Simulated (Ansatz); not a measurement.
Molecule: sum formula SiN₂H₅, charge 0, multiplicity 2. It need not be the lowest isomer of its formula. SMILES: N[SiH]N
Structure (B3LYP-D3(BJ)/def2-TZVP (Ansatz, a first-principles code) minimum search):
```
Si
N 1 1.7175
H 2 1.0053 1 122.63
H 2 1.0091 3 113.01 1 165.92
N 1 1.7264 2 106.03 3 -156.65
H 5 1.0085 1 120.10 2 -157.18
H 5 1.0087 6 111.48 1 149.20
H 1 1.5016 2 116.64 3 88.94
```
Charge 0, spin multiplicity 2.

Wanted: atomisation energy (electronic, to ground-state atoms), in eV. Cores are frozen in the correlated levels unless marked. Open shells are spin-unrestricted. No spin-orbit coupling. Non-relativistic. The coupled-cluster limit lacks core correlation, which all-electron functionals hold. CBS marks a two-point X^-3 extrapolation of the correlation energy; Hartree-Fock from the larger set.

```json
[
 {"level": "PBE0/6-31G*", "program": "Ansatz", "atomisation energy (eV)": "25.76"},
 {"level": "PBE0/def2-QZVPP", "program": "Ansatz", "atomisation energy (eV)": "26.71"},
 {"level": "PBE-QIDH/def2-TZVPD", "program": "Ansatz", "atomisation energy (eV)": "26.23"},
 {"level": "RPA@PBE/cc-pV(T+d)Z", "program": "Ansatz", "atomisation energy (eV)": "25.13"},
 {"level": "MP2/aug-cc-pV(D+d)Z", "program": "Ansatz", "atomisation energy (eV)": "24.69"},
 {"level": "MP2/cc-pV(D+d)Z", "program": "Ansatz", "atomisation energy (eV)": "23.81"},
 {"level": "RI-MP2/cc-pV(T+d)Z", "program": "Ansatz", "atomisation energy (eV)": "26.01"}
]
```

**Question.** What does CCSD(T)/CBS(aug-cc-pV(T+d)Z,aug-cc-pV(Q+d)Z) (Ansatz) give?

**Answer.** 26.86 eV
